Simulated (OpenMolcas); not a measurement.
## C³⁺: from CASSCF to CASPT2

```yaml
Program: OpenMolcas 26.06
Basis: ANO-RCC-VQZP [5s4p3d2f1g]
Scalar_Hamiltonian: DKH3, point nucleus
Active_space: 1 electron in 8 orbitals (2s 2p 3s 3p)
State_averaging: 2S+1 = 2 even, 1 root; 2S+1 = 2 odd, 3 roots
Spin-orbit_coupling: RASSI with atomic mean-field integrals over the reference wave functions, term energies averaged over their components
```

Methods on the same reference wave functions:
A. CASSCF
B. SS-CASPT2, IPEA 0.25 Eh, imaginary shift 0.1 Eh (closed shells correlated: 1s)

Energies in cm⁻¹ above 2s ²S_1/2, the measured ground level; measured values from Moore, Selected Tables of Atomic Spectra, NSRDS-NBS 3, section 3.

```json
{"Level": "2s ²S_1/2", "A": "0.0", "B": "0.0", "Measured": "0.0"}
{"Level": "2p ²P°_1/2", "A": "65057", "B": "64511", "Measured": "64484"}
{"Level": "2p ²P°_3/2", "A": "65157", "B": "64611", "Measured": "64592"}
```

Deviations, from unrounded energies. A percentage is the sum of absolute deviations over the sum of measured energies, with the sign that they share, or ± where signs differ.

```json
{"Against measurement": "mean absolute deviation (cm-1)", "Levels": "2", "A": "570", "B": "23"}
{"Against measurement": "other configurations (%)", "Levels": "2", "A": "+0.9", "B": "+0.0"}
```

B lies closest to measurement on these levels. The largest miss of B in the table is 2p ²P°_1/2, by +27 cm-1. The ranking rests on the paired levels alone, and a cruder setting can come out closer through cancelling errors.

The lowest spin-free term lies below A's lowest term by 0.012 hartree in B.

With one active electron outside closed inactive shells, the extra shells (3p 3s) add no correlation to the reference. With one active electron the reference holds no correlation, so core polarisation is missing (holds for A). With one active electron, CASPT2 adds the correlation within the correlated inactive shells and between them and that electron, and leaves the splitting within a term as the reference gives it (holds for B). Computed and measured levels are paired by configuration, term and J; levels that our copy of the source lacks, or whose pairing is in doubt (as where it misses far off the trend of its configuration), stay unpaired and out of the deviations. Levels of configurations outside the active space are missing.

° marks odd parity.
